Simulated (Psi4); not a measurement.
**TiHSF3 (SMILES [F][Ti]([F])([F])[SH]): methods side by side**

TiHSF3 has 6 atoms, charge 0, and is taken as a singlet. SMILES: `[F][Ti]([F])([F])[SH]`. The shape was relaxed beforehand at PBE0/def2-TZVP.

Quantity: the HOMO–LUMO gap, in eV. The values are calculated.

```csv
level,kind,program,value (eV),CPU time
PBE-D4/def2-TZVPP (density fitting),GGA,Psi4,3.04,75 s
r2SCAN-D4/def2-TZVPP (density fitting),meta-GGA,Psi4,3.39,3.1 min
B3LYP-D4/def2-TZVPP (density fitting),global hybrid,Psi4,4.73,65 s
PBE0-D4/def2-TZVPP (density fitting),global hybrid,Psi4,5.25,65 s
wB97M-V/def2-TZVPP (density fitting),range-separated hybrid,Psi4,9.70,3.2 min
```

The values span 3.04 to 9.70 eV. Orbital gaps aren't excitation energies; they tend to grow with the share of exact exchange. CPU times are rough (shared hosts, several kinds of processor and program).
